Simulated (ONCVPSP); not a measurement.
## Before and after: ONCV potential for platinum

Pt, optimised norm-conserving Vanderbilt (ONCV), made with ONCVPSP 4.0.1 (PBEsol, fully relativistic). Core [Kr] 4d10 4f14, reference 5s2 5p6 5d7 (charge +3). Waves: 5s: rc 1.10 bohr, ncon 4, nbas 8, qcut 6.3 1/bohr, 2 projectors, debl 1.4 Ha; 5p: rc 1.45 bohr, ncon 4, nbas 9, qcut 11.9 1/bohr, 3 projectors, debl 0.4 Ha; 5d: rc 1.60 bohr, ncon 3, nbas 6, qcut 5.3 1/bohr, 3 projectors, debl 3.1 Ha. Local part: polynomial inside 0.75 bohr (lpopt 2, dvloc0 1 Ha). Core correction: Teter function, fcfact 2.75, rcfact 1.3.

Open shells are filled in proportion to 2j + 1.

In the s channel the program set the typed energies aside and used -5.027, 0.250 Ha. In the p channel the program set the typed energies aside and used -3.185, 0.250, 0.650 Ha (j = l + 1/2; the other j can differ).

Change: local potential polynomial inside 0.75 bohr (lpopt 2, dvloc0 -2 Ha).

Cutoffs: the cutoffs (Ha) at which the residual kinetic energy of the hardest occupied pseudo-wave falls to 1 and 0.1 mHa per electron; they do not see the model core or the augmentation charge, which bear on the density cutoff. Errors are all-electron minus pseudo energies relative to the spin-unpolarised reference configuration.

Task: Predict the effect on cutoff, ghosts and configuration errors.

Result: The potential gets neither clearly harder nor softer (136 Ha and 159 Ha → 136 Ha and 159 Ha); both files keep a bound ghost (d); the errors of the 4 common tests hardly move; the range in which the s phases agree narrows (upper end 4.5 → 3.0).

```tsv
quantity	base	changed
cutoff, loose	136 Ha	136 Ha
cutoff, tight	159 Ha	159 Ha
bound ghosts	d5/2	d5/2
GHOST(+) flags under 300 eV	s at 130.1 eV	s at 82.6 eV
error for 5s2 5p6 5d9 6s1, meV [ΔE -61.50 eV]	+4.4	+4.6
error for 5s2 5p6 5d9, meV [ΔE -52.26 eV]	+4.3	+4.4
error for 5s2 5p6 5d8, meV [ΔE -32.25 eV]	+1.9	+1.9
error for 5s2 5p6 5d9 6p1, meV [ΔE -56.42 eV]	+4.1	+4.2
s: phases at 1.11 bohr within 0.05 rad from the reference energy up to (Ha; the scan ends near 5)	4.5	3.0
p3/2: phases at 1.48 bohr within 0.05 rad from the reference energy up to (Ha; the scan ends near 5)	to the end of the scan	to the end of the scan
p1/2: phases at 1.48 bohr within 0.05 rad from the reference energy up to (Ha; the scan ends near 5)	to the end of the scan	to the end of the scan
d5/2: phases at 1.62 bohr within 0.05 rad from the reference energy up to (Ha; the scan ends near 5)	to the end of the scan	to the end of the scan
d3/2: phases at 1.62 bohr within 0.05 rad from the reference energy up to (Ha; the scan ends near 5)	to the end of the scan	to the end of the scan
rms error of d²Exc/dni dnj with the model core, mHa	7.19	7.19
```

 A true bound ghost makes a file unfit for plane-wave use even where its test errors are small: the radial tests pick states by their node count and pass the ghost by.
